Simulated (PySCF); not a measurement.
# What a mistake does to a calculation on CH5OSi cation

These are calculations, not measurements. They come from PySCF 2.14.0, an open-source quantum chemistry program, on an isolated molecule that a program drew, which may never have been made. The molecule is CH5OSi cation (charge +1, singlet), drawn as the SMILES string `CO[SiH2+]`.

Each row is a Hartree-Fock (HF) and frozen-core CCSD(T) single point in the cc-pV(D+d)Z basis, meant for a local HF minimum. Run 1 is clean. Each other run has one planted mistake out of seven kinds, and not every kind appears here: one electron removed, one electron added, multiplicity raised by two, geometry at a saddle point, minimal basis STO-3G, one bond length entered in bohr, all coordinates scaled. The reference is restricted for singlets and unrestricted otherwise, and also for a bond in bohr. Adding or removing an electron swaps singlet and doublet. Electrons count all cores. HOMO and LUMO are orbital energies over both spins, the gradient is its largest component, and the lowest frequency (negative if imaginary) is given only where the gradient is small. Bond lengths are over the 7 bonds as drawn. T1 is the CCSD diagnostic: over 0.02 (restricted) or 0.045 (unrestricted) a single reference is doubtful.

Geometry of the clean run:
```xyz
8
CH5OSi cation, angstrom
C    -0.1830   -0.2321   -1.5802
O    -0.0540   -1.0140   -0.3609
Si   -0.8235   -1.7331    0.7696
H     0.3140   -0.7949   -2.3617
H    -1.2345   -0.0813   -1.8057
H     0.3230    0.7088   -1.3985
H    -2.2819   -1.7378    0.7921
H    -0.0177   -2.3898    1.7861
```

| run | electrons | basis functions | <S^2> | HOMO (eV) | LUMO (eV) | gradient (hartree/bohr) | lowest frequency (cm^-1) | mean bond (Å) | longest bond (Å) | T1 | HF (hartree) | CCSD(T) (hartree) | mistake |
|---|---|---|---|---|---|---|---|---|---|---|---|---|---|
| 1 | 32 | 76 | 0.000 | -18.86 | -4.77 | 1.7e-05 | 97 | 1.3093 | 1.545 | 0.0169 | -404.32208 | -404.77625 | no fault |
| 2 | 32 | 76 | 2.035 | -13.01 | -7.98 | 1.6e-01 | - | 1.3093 | 1.545 | 0.0297 | -404.14172 | -404.56398 | multiplicity raised by two |
| 3 | 32 | 76 | 0.000 | -19.10 | -4.69 | 3.1e-02 | - | 1.2635 | 1.491 | 0.0152 | -404.31167 | -404.75934 | all coordinates scaled |
| 4 | 32 | 24 | 0.000 | -16.80 | -1.53 | 3.4e-02 | - | 1.3093 | 1.545 | 0.0267 | -399.55576 | -399.74357 | minimal basis STO-3G |
| 5 | 33 | 76 | 0.769 | -6.17 | 3.19 | 7.3e-02 | - | 1.3093 | 1.545 | 0.0135 | -404.52238 | -404.98677 | ? |

**Which mistake was planted in run 5, and what did it cost?**

It counts 33 electrons, one more than the clean run, at the same geometry and basis. So the mistake is: one electron added. Subtracting run 1 and multiplying by 627.51 kcal/mol a hartree, the energy moved by -125.7 kcal/mol in HF and -132.1 kcal/mol in CCSD(T).

Cautions from the logs. Run 4: T1 is over the limit, so its CCSD(T) energy is less reliable.
